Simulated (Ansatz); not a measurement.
Mulliken charges of `[CH]=C[SiH](O)O` radical from ωB97M-V/def2-TZVPP in Ansatz (PBE0-D4/def2-TZVP geometry).

```json
{"atom": "C1", "x (Å)": "-1.525", "y (Å)": "-0.939", "z (Å)": "1.112", "charge (e)": "-0.145"}
{"atom": "C2", "x (Å)": "-0.228", "y (Å)": "-0.809", "z (Å)": "1.044", "charge (e)": "-0.275"}
{"atom": "Si3", "x (Å)": "0.581", "y (Å)": "0.008", "z (Å)": "-0.419", "charge (e)": "0.617"}
{"atom": "O4", "x (Å)": "-0.665", "y (Å)": "0.497", "z (Å)": "-1.371", "charge (e)": "-0.375"}
{"atom": "O5", "x (Å)": "1.558", "y (Å)": "1.241", "z (Å)": "0.052", "charge (e)": "-0.378"}
{"atom": "H6", "x (Å)": "-2.363", "y (Å)": "-0.687", "z (Å)": "0.476", "charge (e)": "0.143"}
{"atom": "H7", "x (Å)": "0.408", "y (Å)": "-1.169", "z (Å)": "1.855", "charge (e)": "0.121"}
{"atom": "H8", "x (Å)": "1.496", "y (Å)": "-0.894", "z (Å)": "-1.157", "charge (e)": "-0.064"}
{"atom": "H9", "x (Å)": "-0.445", "y (Å)": "0.854", "z (Å)": "-2.233", "charge (e)": "0.177"}
{"atom": "H10", "x (Å)": "1.183", "y (Å)": "1.898", "z (Å)": "0.641", "charge (e)": "0.179"}
```

Question: By hand: the dipole of these point charges (1 e Å = 4.8032 D).

Answer: Σ q r = (0.051, 0.017, -0.126) e Å, of length 0.137 e Å = 0.66 D.

Question: How does the dipole of the full density compare? (Estimate.)

Answer: The calculation gave: (-0.043, 0.232, -0.123) e Å, 1.28 D; the point charges give 0.52 times that, at 62° from its direction.

Point charges leave out the atoms' own dipoles, such as those of lone pairs, and Mulliken's split depends on the basis, so the two needn't agree.
